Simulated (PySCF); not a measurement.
FZn (SMILES [F][Zn+]), charge +1, singlet, at a GFN2-xTB geometry (such geometries of metal compounds can be far from the true shape); CASSCF(10,9)/6-31G* (PySCF).

PySCF was given this input:
```python
from pyscf import gto, scf, mcscf
import numpy

mol = gto.Mole()
mol.atom = '''
    Zn   -0.000000   -0.000000   -0.400442
    F     0.000000    0.000000    1.334808
'''
mol.basis = '6-31g*'
mol.charge = 1
mol.spin = 0
mol.verbose = 4
mol.build()

mf = scf.RHF(mol)
mf.kernel()
mc = mcscf.CASSCF(mf, 9, 10)
mc.fix_spin_(ss=0.0)
mc.kernel()
occ = numpy.linalg.eigvalsh(mc.fcisolver.make_rdm1(mc.ci, mc.ncas, mc.nelecas))[::-1]
ss = mc.fcisolver.spin_square(mc.ci, mc.ncas, mc.nelecas)[0]
print('natural occupations', occ.round(4), ' <S^2>', round(ss, 4))
```

### Question
What does PySCF print? Leave out banner, timings and long lists.

### Answer

```
PySCF version 2.14.0

[INPUT] verbose = 4
[INPUT] num. atoms = 2
[INPUT] num. electrons = 38
[INPUT] charge = 1
[INPUT] spin (= nelec alpha-beta = 2S) = 0
[INPUT] symmetry False subgroup None
[INPUT] Mole.unit = angstrom
[INPUT] Symbol           X                Y                Z      unit          X                Y                Z       unit  Magmom
[...]
nuclear repulsion = 82.3384797282236
number of shells = 18
number of NR pGTOs = 124
number of NR cGTOs = 48
basis = 6-31g*
ecp = {}

******** <class 'pyscf.scf.hf.RHF'> ********
method = RHF
initial guess = minao
damping factor = 0
level_shift factor = 0
DIIS = <class 'pyscf.scf.diis.CDIIS'>
diis_start_cycle = 1
diis_space = 8
diis_damp = 0
SCF conv_tol = 1e-09
SCF conv_tol_grad = None
SCF max_cycles = 50
direct_scf = True
direct_scf_tol = 1e-13
Set gradient conv threshold to 3.16228e-05
Initial guess from minao.
init E= -1876.3935136452
[...]
cycle= 1 E= -1876.5637913409  delta_E= -0.17  |g|= 0.545  |ddm|= 1.43
[...]
cycle= 2 E= -1876.5965868489  delta_E= -0.0328  |g|= 0.397  |ddm|= 0.58
[...]
cycle= 3 E= -1876.62153658798  delta_E= -0.0249  |g|= 0.0342  |ddm|= 0.218
[...]
cycle= 4 E= -1876.62189937872  delta_E= -0.000363  |g|= 0.00957  |ddm|= 0.0387
[...]
cycle= 5 E= -1876.62192643904  delta_E= -2.71e-05  |g|= 0.00419  |ddm|= 0.0096
[...]
cycle= 6 E= -1876.62193081747  delta_E= -4.38e-06  |g|= 0.000686  |ddm|= 0.00375
[...]
cycle= 7 E= -1876.62193123044  delta_E= -4.13e-07  |g|= 0.000245  |ddm|= 0.00148
[...]
cycle= 8 E= -1876.62193129274  delta_E= -6.23e-08  |g|= 7.13e-05  |ddm|= 0.000658
[...]
cycle= 9 E= -1876.62193129872  delta_E= -5.99e-09  |g|= 1.1e-05  |ddm|= 0.000232
[...]
cycle= 10 E= -1876.62193129886  delta_E= -1.33e-10  |g|= 2.98e-06  |ddm|= 2.87e-05
[...]
Extra cycle  E= -1876.62193129886  delta_E= -8.64e-12  |g|= 1.47e-06  |ddm|= 4.27e-06
converged SCF energy = -1876.62193129886

******** <class 'pyscf.mcscf.mc1step.CASSCF'> ********
CAS (5e+5e, 9o), ncore = 14, nvir = 25
max_cycle_macro = 50
max_cycle_micro = 4
conv_tol = 1e-07
conv_tol_grad = None
orbital rotation max_stepsize = 0.02
orbital rotation threshold for CI restart = 0.01
augmented hessian ah_max_cycle = 30
augmented hessian ah_conv_tol = 1e-12
augmented hessian ah_linear dependence = 1e-14
augmented hessian ah_level shift = 1e-08
augmented hessian ah_start_tol = 2.5
augmented hessian ah_start_cycle = 3
augmented hessian ah_grad_trust_region = 3
kf_trust_region = 3
kf_interval = 4
ci_response_space = 4
[...]
CASCI E = -1876.62898060759  S^2 = 0.0000000
[...]
               |grad[o]|=0.0124  |grad[c]|=0.0207  |ddm|=0.00229  |maxRot[o]|=0.0726
macro iter  10 ( 17 JK    4 micro), CASSCF E = -1876.76037667721  dE = -6.08006379e-04  S^2 = 0.0000000
               |grad[o]|=0.00915  |grad[c]|=0.0485  |ddm|=0.00253  |maxRot[o]|= 0.12
macro iter  11 (  7 JK    2 micro), CASSCF E = -1876.76080241690  dE = -4.25739697e-04  S^2 = 0.0000000
               |grad[o]|=0.00723  |grad[c]|=0.0102  |ddm|=0.00191  |maxRot[o]|=0.0691
macro iter  12 (  7 JK    2 micro), CASSCF E = -1876.76087745116  dE = -7.50342590e-05  S^2 = 0.0000000
               |grad[o]|=0.00364  |grad[c]|=0.0233  |ddm|=0.00164  |maxRot[o]|=0.0639
macro iter  13 (  7 JK    2 micro), CASSCF E = -1876.76089681388  dE = -1.93627143e-05  S^2 = 0.0000000
               |grad[o]|=0.00228  |grad[c]|=0.0216  |ddm|=0.000991  |maxRot[o]|=0.0699
macro iter  14 (  6 JK    2 micro), CASSCF E = -1876.76090209783  dE = -5.28394821e-06  S^2 = 0.0000000
               |grad[o]|=0.00141  |grad[c]|=0.00996  |ddm|=0.000821  |maxRot[o]|= 0.05
macro iter  15 (  6 JK    2 micro), CASSCF E = -1876.76090258153  dE = -4.83707254e-07  S^2 = 0.0000000
               |grad[o]|=0.000695  |grad[c]|=0.00181  |ddm|=0.000694  |maxRot[o]|=0.0211
macro iter  16 ( 12 JK    3 micro), CASSCF E = -1876.76090160076  dE =  9.80770210e-07  S^2 = 0.0000000
               |grad[o]|=0.000463  |grad[c]|=0.00293  |ddm|=0.000345  |maxRot[o]|=0.0246
macro iter  17 (  7 JK    2 micro), CASSCF E = -1876.76090250896  dE = -9.08197990e-07  S^2 = 0.0000000
               |grad[o]|=0.000261  |grad[c]|=0.00198  |ddm|=6.12e-05  |maxRot[o]|=0.0182
macro iter  18 (  4 JK    1 micro), CASSCF E = -1876.76090274561  dE = -2.36649385e-07  S^2 = 0.0000000
               |grad[o]|=9.92e-05  |grad[c]|=0.000817  |ddm|=2.72e-05  |maxRot[o]|=0.0144
macro iter  19 (  3 JK    1 micro), CASSCF E = -1876.76090274593  dE = -3.17186277e-10  S^2 = 0.0000000
               |grad[o]|=3.49e-05  |grad[c]|=1.29e-05  |ddm|=    0  |maxRot[o]|=8.57e-05
1-step CASSCF converged in  19 macro (247 JK  55 micro) steps
CASSCF canonicalization
Density matrix diagonal elements [1.99986666 1.99030776 1.97022109 1.97873141 1.97871133 0.02656022
 0.020944   0.02093832 0.0137192 ]
CASSCF energy = -1876.76090274593
CASCI E = -1876.76090274593  E(CI) = -38.1104799936543  S^2 = 0.0000000
natural occupations [2.     1.9906 1.9798 1.9798 1.9718 0.0287 0.0199 0.0198 0.0097]  <S^2> 0.0
```
